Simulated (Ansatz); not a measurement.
C3H4BrF, SMILES C/C(F)=C\Br.

Geometry: B3LYP-D3(BJ)/def2-SVP.

Two levels are set side by side: PBE/def2-SVPD (Ansatz, an electronic-structure program) and PBE0/def2-SVPD (Ansatz). Energy differences of separate SCF runs at the same geometry; the states with an electron removed or added have multiplicity 2 and 2. Differences are taken from unrounded values.

```json
[
 {"quantity": "vertical ionisation energy (eV)", "PBE0": "9.26", "PBE": "9.03", "PBE minus PBE0": "-0.23"},
 {"quantity": "vertical singlet–triplet gap (eV)", "PBE0": "4.03", "PBE": "4.09", "PBE minus PBE0": "0.06"}
]
```
